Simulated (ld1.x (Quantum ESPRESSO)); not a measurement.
Values are calculated unless marked as measured or tabulated.
## Potentials for S (Z = 16) compared

Generated with ld1.x 7.5 (TM, RRKJ, ultrasoft, PAW), atompaw 4.2 or ONCVPSP 4.0.1. The cutoff is in Ry: for ld1.x and atompaw files where the sum of valence levels is converged to 10 mRy in a Bessel basis, for ONCV files where the hardest occupied wave has 1 mHa per electron of residual kinetic energy. The error is the largest all-electron minus pseudo excitation energy over each file’s own four to seven test configurations (ionisations up to +4, promotions, holes and added fractions of an electron), all of which were solved. The labels leave out finer settings (local radius, basis sizes, second energies), which also bear on the numbers. Spin-polarised tests are not counted. The rows are a selection from randomly drawn settings: files with unsolved tests, undetermined cutoffs or missed reference levels are left out.

A true bound ghost makes a file unfit for plane-wave use even where its test errors are small: the radial tests pick states by their node count and pass the ghost by.

| potential | cutoff (Ry) | largest error (meV) | bound ghosts |
| --- | --- | --- | --- |
| RRKJ, LDA (PZ), scalar-relativistic, rc 1.60/1.25/1.00 (spd), local s, core correction yes, reference 3s2 3p3.5 | 45 | +192 | none |
| ultrasoft, Wu–Cohen, scalar-relativistic, rc 1.35/1.10/1.10 (spd), local smoothed, core correction yes, reference 3s2 3p4 | 45 | -14 | p |
| TM, LDA (PZ), non-relativistic, rc 1.50/1.75/1.55 (spd), local s, core correction yes, reference 3s2 3p4 | 40 | +207 | none |
| ultrasoft, PBEsol, scalar-relativistic, rc 1.45/1.35/1.25 (spd), local smoothed, core correction yes, reference 3s2 3p4 | 15 | +43 | none |
| RRKJ, Wu–Cohen, scalar-relativistic, rc 1.30/1.75/1.40 (spd), local p, core correction yes, reference 3s2 3p4 | 30 | +161 | none |
| RRKJ, PBEsol, non-relativistic, rc 1.40/1.55/1.55 (spd), local s, core correction yes, reference 3s2 3p4 | 45 | +258 | none |

(1) Fill in the row for S: PAW, PBE, non-relativistic, rc 1.20/1.60/1.30 (spd), local smoothed, core correction yes, reference 3s1 3p5.

(2) Fill in the row for S: TM semilocal, BP86, scalar-relativistic, rc 0.95/1.20/1.30 (spd), local p, core correction no, reference 3s1.5 3p4.5.

Results:

(1) cutoff 30 Ry, largest error -25 meV, bound ghosts: s.

(2) cutoff 90 Ry, largest error +579 meV, bound ghosts: none.
